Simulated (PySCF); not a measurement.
SMILES [Cl][In]([Cl])[F], PBE0/def2-SVP optimised geometry.

```
4

In    -0.52     0.11     0.00
F     -1.44     1.82     0.00
Cl     1.80     0.11     0.00
Cl    -1.80    -1.82    -0.01
```

Density from PySCF with PBE0/def2-TZVP, def2 effective core potentials past Kr at that geometry. The core electrons that the potentials of In replace are not part of the density.

Minimum of the electron density along straight lines between bonded atoms, close to the bond critical point (lines longer than 1.1 times the sum of covalent radii, or with two minima, are not listed):

```tsv
bond	length / Å	ρ at the minimum / e bohr⁻³	∇²ρ there / e bohr⁻⁵	position (fraction from the first atom)
In1–F2	1.941	0.116	0.61	0.52
In1–Cl3	2.315	0.089	0.21	0.48
In1–Cl4	2.315	0.089	0.21	0.48
```
